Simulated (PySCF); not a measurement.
H₄GeO₄, triplet, at a GFN2-xTB geometry (a higher spin typed on purpose: for a closed-shell molecule this is an excited state); DF-TPSS/def2-TZVP in PySCF.

Input for PySCF:
```python
from pyscf import gto, scf, dft

mol = gto.M(
    atom='''
O     0.564548    1.247405   -0.969958
Ge    0.044223    0.168862    0.338301
O    -1.600919    0.946902    0.729303
O    -0.550881   -1.384836   -0.717281
O     1.527727   -1.386807   -0.258895
H    -0.019697    2.000528   -1.051984
H    -2.181176    0.525668    1.358975
H    -0.568510   -2.238414   -0.285198
H     1.830450   -1.072695   -1.112757
''',
    basis='def2-tzvp',
    charge=0,
    spin=2,
    verbose=4,
)

mf = dft.UKS(mol)
mf.xc = 'tpss'
mf.conv_tol_grad = 1e-3
mf = mf.density_fit(auxbasis='def2-universal-jkfit')
mf.kernel()
mf.analyze()
```

What does PySCF print? Leave out banner, timings and long lists.


```
PySCF version 2.14.0

[INPUT] verbose = 4
[INPUT] num. atoms = 9
[INPUT] num. electrons = 68
[INPUT] charge = 0
[INPUT] spin (= nelec alpha-beta = 2S) = 2
[INPUT] symmetry False subgroup None
[INPUT] Mole.unit = angstrom
[INPUT] Symbol           X                Y                Z      unit          X                Y                Z       unit  Magmom
[...]
nuclear repulsion = 411.960336490472
number of shells = 76
number of NR pGTOs = 316
number of NR cGTOs = 196
basis = def2-tzvp
ecp = {}

******** <class 'pyscf.df.df_jk.DFUKS'> ********
method = DFUKS
initial guess = minao
damping factor = 0
level_shift factor = 0
DIIS = <class 'pyscf.scf.diis.CDIIS'>
diis_start_cycle = 1
diis_space = 8
diis_damp = 0
SCF conv_tol = 1e-09
SCF conv_tol_grad = 0.001
SCF max_cycles = 50
direct_scf = False
number electrons alpha = 35  beta = 33
XC library pyscf.dft.libxc version 7.1.2
    S. Lehtola, C. Steigemann, M. J. T. Oliveira, and M. A. L. Marques,  SoftwareX 7, 1–5 (2018)
XC functionals = tpss
    J. Tao, J. P. Perdew, V. N. Staroverov, and G. E. Scuseria,  Phys. Rev. Lett. 91, 146401 (2003)
    J. P. Perdew, J. Tao, V. N. Staroverov, and G. E. Scuseria,  J. Chem. Phys. 120, 6898 (2004)
    J. Tao, J. P. Perdew, V. N. Staroverov, and G. E. Scuseria,  Phys. Rev. Lett. 91, 146401 (2003)
    J. P. Perdew, J. Tao, V. N. Staroverov, and G. E. Scuseria,  J. Chem. Phys. 120, 6898 (2004)
radial grids:
    Treutler-Ahlrichs [JCP 102, 346 (1995); DOI:10.1063/1.469408] (M4) radial grids

becke partition: Becke, JCP 88, 2547 (1988); DOI:10.1063/1.454033
pruning grids: <function nwchem_prune>
grids dens level: 3
symmetrized grids: False
atomic radii adjust function: <function treutler_atomic_radii_adjust>
small_rho_cutoff = 0
tot grids = 116200
init E= -2379.96986133069

cycle= 1 E= -2379.97165329321  delta_E= -0.00179  |g|=  1.2  |ddm|= 1.78
cycle= 2 E= -2377.89195430768  delta_E= 2.08  |g|= 2.55  |ddm|= 2.24
cycle= 3 E= -2380.33211954505  delta_E= -2.44  |g|= 0.418  |ddm|= 1.85

cycle= 4 E= -2380.38307463581  delta_E= -0.051  |g|= 0.26  |ddm|= 0.452
cycle= 5 E= -2380.40341749147  delta_E= -0.0203  |g|= 0.116  |ddm|= 0.22
cycle= 6 E= -2380.40555511322  delta_E= -0.00214  |g|= 0.0915  |ddm|= 0.112
cycle= 7 E= -2380.40891368569  delta_E= -0.00336  |g|= 0.0285  |ddm|= 0.063
cycle= 8 E= -2380.40919200019  delta_E= -0.000278  |g|= 0.011  |ddm|= 0.0213
cycle= 9 E= -2380.40923963016  delta_E= -4.76e-05  |g|= 0.00218  |ddm|= 0.00861
cycle= 10 E= -2380.40924169044  delta_E= -2.06e-06  |g|= 0.000654  |ddm|= 0.00213
cycle= 11 E= -2380.40924182177  delta_E= -1.31e-07  |g|= 0.000274  |ddm|= 0.000671
cycle= 12 E= -2380.40924185475  delta_E= -3.3e-08  |g|= 9.78e-05  |ddm|= 0.000306
cycle= 13 E= -2380.40924185895  delta_E= -4.2e-09  |g|= 4.8e-05  |ddm|= 0.000107
cycle= 14 E= -2380.40924185935  delta_E= -4.01e-10  |g|= 2.37e-05  |ddm|= 3.46e-05
Extra cycle  E= -2380.40924185853  delta_E= 8.19e-10  |g|= 5.15e-05  |ddm|= 5.31e-05
converged SCF energy = -2380.40924185853  <S^2> = 2.0069864  2S+1 = 3.004654
**** SCF Summaries ****
Total Energy =                       -2380.409241858531459
Nuclear Repulsion Energy =             411.960336490471661
One-electron Energy =                -4133.461537556197072
Two-electron Energy =                 1341.091959207193895
Two-electron Coulomb Energy =         1455.987668051712262
DFT Exchange-Correlation Energy =     -114.895708844518353
**** MO energy ****
                             alpha | beta                alpha | beta
[...]
To work with the spin densities directly, `use mulliken_meta_spin()` only printing them here.

 ** Mulliken spin pop alpha/beta on meta-lowdin orthogonal AOs **
 ** Mulliken Spin Density (per AO)  **
spin_pop of  0 O 1s       -0.00000
spin_pop of  0 O 2s        0.00142
spin_pop of  0 O 3s       -0.00003
spin_pop of  0 O 4s        0.00010
spin_pop of  0 O 5s        0.00000
spin_pop of  0 O 2px      -0.00154
spin_pop of  0 O 2py      -0.00168
spin_pop of  0 O 2pz       0.06457
spin_pop of  0 O 3px       0.00014
spin_pop of  0 O 3py       0.00009
spin_pop of  0 O 3pz       0.00043
spin_pop of  0 O 4px       0.00002
spin_pop of  0 O 4py       0.00002
spin_pop of  0 O 4pz      -0.00004
spin_pop of  0 O 3dxy      0.00004
spin_pop of  0 O 3dyz      0.00002
spin_pop of  0 O 3dz^2    -0.00004
spin_pop of  0 O 3dxz      0.00008
spin_pop of  0 O 3dx2-y2   -0.00000
spin_pop of  0 O 4dxy      0.00003
spin_pop of  0 O 4dyz     -0.00000
spin_pop of  0 O 4dz^2    -0.00001
spin_pop of  0 O 4dxz     -0.00000
spin_pop of  0 O 4dx2-y2    0.00000
spin_pop of  0 O 4f-3      0.00000
spin_pop of  0 O 4f-2      0.00000
spin_pop of  0 O 4f-1      0.00001
spin_pop of  0 O 4f+0      0.00000
spin_pop of  0 O 4f+1     -0.00000
spin_pop of  0 O 4f+2      0.00000
spin_pop of  0 O 4f+3      0.00000
spin_pop of  1 Ge 1s        0.00000
spin_pop of  1 Ge 2s        0.00001
spin_pop of  1 Ge 3s        0.00001
spin_pop of  1 Ge 4s        0.30454
spin_pop of  1 Ge 5s        0.00174
spin_pop of  1 Ge 6s       -0.00000
spin_pop of  1 Ge 2px       0.00000
spin_pop of  1 Ge 2py       0.00000
spin_pop of  1 Ge 2pz       0.00000
spin_pop of  1 Ge 3px      -0.00001
spin_pop of  1 Ge 3py      -0.00001
spin_pop of  1 Ge 3pz       0.00000
spin_pop of  1 Ge 4px       0.04597
spin_pop of  1 Ge 4py       0.00303
spin_pop of  1 Ge 4pz       0.19812
spin_pop of  1 Ge 5px       0.00067
spin_pop of  1 Ge 5py       0.00001
spin_pop of  1 Ge 5pz       0.00026
spin_pop of  1 Ge 6px       0.00001
spin_pop of  1 Ge 6py      -0.00000
spin_pop of  1 Ge 6pz       0.00002
spin_pop of  1 Ge 3dxy     -0.00004
spin_pop of  1 Ge 3dyz     -0.00021
spin_pop of  1 Ge 3dz^2    -0.00012
spin_pop of  1 Ge 3dxz     -0.00003
spin_pop of  1 Ge 3dx2-y2   -0.00009
spin_pop of  1 Ge 4dxy     -0.00017
spin_pop of  1 Ge 4dyz     -0.00030
spin_pop of  1 Ge 4dz^2     0.00128
spin_pop of  1 Ge 4dxz      0.00199
spin_pop of  1 Ge 4dx2-y2   -0.00039
spin_pop of  1 Ge 5dxy     -0.00018
spin_pop of  1 Ge 5dyz     -0.00008
spin_pop of  1 Ge 5dz^2     0.00084
spin_pop of  1 Ge 5dxz      0.00127
spin_pop of  1 Ge 5dx2-y2   -0.00028
spin_pop of  1 Ge 6dxy      0.00001
spin_pop of  1 Ge 6dyz      0.00002
spin_pop of  1 Ge 6dz^2     0.00003
spin_pop of  1 Ge 6dxz      0.00010
spin_pop of  1 Ge 6dx2-y2    0.00001
spin_pop of  1 Ge 4f-3     -0.00001
spin_pop of  1 Ge 4f-2     -0.00005
spin_pop of  1 Ge 4f-1      0.00001
spin_pop of  1 Ge 4f+0     -0.00009
spin_pop of  1 Ge 4f+1     -0.00010
spin_pop of  1 Ge 4f+2      0.00017
spin_pop of  1 Ge 4f+3     -0.00007
spin_pop of  2 O 1s       -0.00000
spin_pop of  2 O 2s        0.00447
spin_pop of  2 O 3s       -0.00012
spin_pop of  2 O 4s        0.00015
spin_pop of  2 O 5s        0.00002
spin_pop of  2 O 2px       0.11755
spin_pop of  2 O 2py       0.03569
spin_pop of  2 O 2pz       0.03295
spin_pop of  2 O 3px       0.00062
spin_pop of  2 O 3py      -0.00027
spin_pop of  2 O 3pz       0.00035
spin_pop of  2 O 4px       0.00003
spin_pop of  2 O 4py       0.00003
spin_pop of  2 O 4pz      -0.00001
spin_pop of  2 O 3dxy      0.00003
spin_pop of  2 O 3dyz      0.00010
spin_pop of  2 O 3dz^2     0.00004
spin_pop of  2 O 3dxz     -0.00008
spin_pop of  2 O 3dx2-y2    0.00007
spin_pop of  2 O 4dxy      0.00000
spin_pop of  2 O 4dyz      0.00000
spin_pop of  2 O 4dz^2     0.00001
spin_pop of  2 O 4dxz      0.00001
spin_pop of  2 O 4dx2-y2   -0.00000
spin_pop of  2 O 4f-3      0.00001
spin_pop of  2 O 4f-2     -0.00001
spin_pop of  2 O 4f-1      0.00001
spin_pop of  2 O 4f+0      0.00000
spin_pop of  2 O 4f+1     -0.00000
spin_pop of  2 O 4f+2      0.00000
spin_pop of  2 O 4f+3      0.00001
spin_pop of  3 O 1s       -0.00000
spin_pop of  3 O 2s        0.00973
spin_pop of  3 O 3s       -0.00008
spin_pop of  3 O 4s        0.00014
spin_pop of  3 O 5s        0.00000
spin_pop of  3 O 2px       0.41645
spin_pop of  3 O 2py       0.01191
spin_pop of  3 O 2pz       0.03998
spin_pop of  3 O 3px      -0.00065
spin_pop of  3 O 3py       0.00011
spin_pop of  3 O 3pz       0.00024
spin_pop of  3 O 4px      -0.00003
spin_pop of  3 O 4py      -0.00002
spin_pop of  3 O 4pz      -0.00003
spin_pop of  3 O 3dxy      0.00006
spin_pop of  3 O 3dyz      0.00006
spin_pop of  3 O 3dz^2     0.00011
spin_pop of  3 O 3dxz      0.00018
spin_pop of  3 O 3dx2-y2   -0.00014
spin_pop of  3 O 4dxy     -0.00000
spin_pop of  3 O 4dyz      0.00000
spin_pop of  3 O 4dz^2    -0.00001
spin_pop of  3 O 4dxz      0.00000
spin_pop of  3 O 4dx2-y2    0.00004
spin_pop of  3 O 4f-3     -0.00005
spin_pop of  3 O 4f-2      0.00000
spin_pop of  3 O 4f-1      0.00000
spin_pop of  3 O 4f+0      0.00002
spin_pop of  3 O 4f+1      0.00000
spin_pop of  3 O 4f+2     -0.00004
spin_pop of  3 O 4f+3      0.00000
spin_pop of  4 O 1s       -0.00001
spin_pop of  4 O 2s        0.02052
spin_pop of  4 O 3s        0.00010
spin_pop of  4 O 4s        0.00002
spin_pop of  4 O 5s        0.00002
spin_pop of  4 O 2px       0.52993
spin_pop of  4 O 2py       0.08646
spin_pop of  4 O 2pz       0.08390
spin_pop of  4 O 3px      -0.00059
spin_pop of  4 O 3py      -0.00067
spin_pop of  4 O 3pz       0.00003
spin_pop of  4 O 4px      -0.00001
spin_pop of  4 O 4py      -0.00002
spin_pop of  4 O 4pz       0.00000
spin_pop of  4 O 3dxy      0.00020
spin_pop of  4 O 3dyz      0.00018
spin_pop of  4 O 3dz^2     0.00023
spin_pop of  4 O 3dxz     -0.00003
spin_pop of  4 O 3dx2-y2    0.00014
spin_pop of  4 O 4dxy      0.00001
spin_pop of  4 O 4dyz      0.00001
spin_pop of  4 O 4dz^2     0.00002
spin_pop of  4 O 4dxz      0.00001
spin_pop of  4 O 4dx2-y2    0.00000
spin_pop of  4 O 4f-3      0.00001
spin_pop of  4 O 4f-2     -0.00002
spin_pop of  4 O 4f-1     -0.00002
spin_pop of  4 O 4f+0     -0.00001
spin_pop of  4 O 4f+1     -0.00005
spin_pop of  4 O 4f+2      0.00000
spin_pop of  4 O 4f+3      0.00000
spin_pop of  5 H 1s        0.00492
spin_pop of  5 H 2s        0.00108
spin_pop of  5 H 3s        0.00002
spin_pop of  5 H 2px      -0.00001
spin_pop of  5 H 2py       0.00000
spin_pop of  5 H 2pz       0.00005
spin_pop of  6 H 1s       -0.00218
spin_pop of  6 H 2s        0.00033
spin_pop of  6 H 3s       -0.00001
spin_pop of  6 H 2px       0.00008
spin_pop of  6 H 2py       0.00000
spin_pop of  6 H 2pz       0.00001
spin_pop of  7 H 1s       -0.00862
spin_pop of  7 H 2s        0.00045
spin_pop of  7 H 3s        0.00004
spin_pop of  7 H 2px       0.00012
spin_pop of  7 H 2py      -0.00003
spin_pop of  7 H 2pz      -0.00003
spin_pop of  8 H 1s       -0.00824
spin_pop of  8 H 2s        0.00014
spin_pop of  8 H 3s       -0.00005
spin_pop of  8 H 2px       0.00035
spin_pop of  8 H 2py       0.00002
spin_pop of  8 H 2pz      -0.00001
 ** Mulliken Spin Density (per atom)  **
spin density of  0 O =      0.06362
spin density of  1 Ge =      0.55793
spin density of  2 O =      0.19164
spin density of  3 O =      0.47801
spin density of  4 O =      0.72036
spin density of  5 H =      0.00607
spin density of  6 H =     -0.00177
spin density of  7 H =     -0.00807
spin density of  8 H =     -0.00780
 ** Mulliken pop alpha/beta on meta-lowdin orthogonal AOs **
 ** Mulliken pop       alpha | beta **
In total            35.00000 | 33.00000
 ** Mulliken atomic charges   ( Nelec_alpha | Nelec_beta ) **
charge of  0O =     -0.69531  (     4.37947      4.31584 )
charge of  1Ge =      1.03154  (    15.76319     15.20527 )
charge of  2O =     -0.69540  (     4.44352      4.25188 )
charge of  3O =     -0.53796  (     4.50798      4.02997 )
charge of  4O =     -0.49152  (     4.60594      3.88558 )
charge of  5H =      0.34685  (     0.32961      0.32354 )
charge of  6H =      0.34014  (     0.32905      0.33082 )
charge of  7H =      0.35270  (     0.31961      0.32769 )
charge of  8H =      0.34895  (     0.32162      0.32942 )
Dipole moment(X, Y, Z, Debye): -0.81472, -0.75316,  1.12553
```
